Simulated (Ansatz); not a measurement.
**Question.** Name a neutral molecule of C, N, O, Si and H with size of the dipole moment (ωB97M-V/def2-TZVPP) between 0.90 and 1.20 D and ideal-gas entropy at 298 K and 1 bar (rigid rotor, harmonic PBE0-D4/def2-TZVP) between 299 and 315 J/(mol·K) (Ansatz, PBE0-D4/def2-TZVP geometry).

**Answer.** `N=C(O)[SiH3]` (1.02 D, 308 J/(mol·K)); `OC1=N[SiH]1O` (1.09 D, 310 J/(mol·K)). Other molecules can fit too; these were computed, each in one conformer that needn't be the lowest.
